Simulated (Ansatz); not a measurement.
Al5Sb4H16, a cluster cut from zinc blende AlSb (hydrogen-capped). The state is a doublet with charge 0. Geometry r2SCAN-D4/def2-SVP, that of the charge -1 singlet; atoms count from 1.

```xyz
25

Al    3.079   -1.021   -0.902
Al    1.356    0.405    3.053
Al    0.439    2.728   -0.793
Al   -1.430   -0.883   -2.916
Al   -3.154    0.544    1.038
Sb    2.083    1.024    0.537
Sb    0.723   -2.111   -1.760
Sb   -1.151   -0.558    2.539
Sb   -1.734    1.141   -1.168
H     3.815   -2.123   -0.001
H     3.788   -0.504   -2.243
H     2.214   -0.796    3.675
H     1.104    1.725    3.927
H     1.084    3.063   -2.221
H     0.036    3.932    0.185
H    -0.877   -0.359   -4.327
H    -2.648   -1.924   -2.890
H    -3.569    1.870    1.837
H    -4.252   -0.595    0.787
H     3.488    1.958    0.807
H     1.105   -3.476   -2.711
H     0.108   -3.014   -0.451
H    -1.834   -1.022    4.033
H    -0.950   -2.155    1.977
H    -2.822    2.151   -2.013
```

In the def2 sets Sb takes a core potential; there is no spin–orbit coupling. Single mean-field runs in def2-TZVP are fitted with def2-universal-jkfit.

(1) Estimate the Mulliken populations from the PBE0/def2-TZVP orbitals of Ansatz.

(2) Where does the spin sit?

(3) And the Mayer bond orders between heavy atoms (over 0.3)?

Results:

(1) 
| atom | charge (e) | spin (α − β) |
| --- | --- | --- |
| Al1 | 0.18 | 0.01 |
| Al2 | 0.19 | 0.02 |
| Al3 | 0.19 | 0.17 |
| Al4 | 0.18 | 0.01 |
| Al5 | 0.19 | 0.02 |
| Sb6 | -0.10 | 0.31 |
| Sb7 | -0.06 | 0.00 |
| Sb8 | -0.06 | 0.00 |
| Sb9 | -0.09 | 0.31 |
| H10 | -0.07 | 0.04 |
| H11 | -0.09 | 0.00 |
| H12 | -0.07 | 0.04 |
| H13 | -0.09 | 0.00 |
| H14 | -0.07 | -0.01 |
| H15 | -0.07 | -0.01 |
| H16 | -0.09 | 0.00 |
| H17 | -0.07 | 0.05 |
| H18 | -0.09 | 0.00 |
| H19 | -0.07 | 0.04 |
| H20 | 0.04 | 0.00 |
| H21 | 0.03 | 0.00 |
| H22 | 0.02 | 0.00 |
| H23 | 0.03 | 0.00 |
| H24 | 0.02 | 0.00 |
| H25 | 0.04 | 0.00 |
Mulliken values depend strongly on the basis.

(2) Summed by element: Al 0.22, Sb 0.62, H 0.15, of 1 unpaired in all. Largest on single atoms: Sb9 0.31, Sb6 0.31, Al3 0.17.

(3) Al1–Sb6 0.71 (2.69 Å); Al1–Sb7 0.68 (2.73 Å); Al2–Sb6 0.70 (2.69 Å); Al2–Sb8 0.68 (2.73 Å); Al3–Sb6 0.62 (2.72 Å); Al3–Sb9 0.61 (2.72 Å); Al4–Sb7 0.68 (2.73 Å); Al4–Sb9 0.71 (2.69 Å); Al5–Sb8 0.68 (2.73 Å); Al5–Sb9 0.70 (2.69 Å).
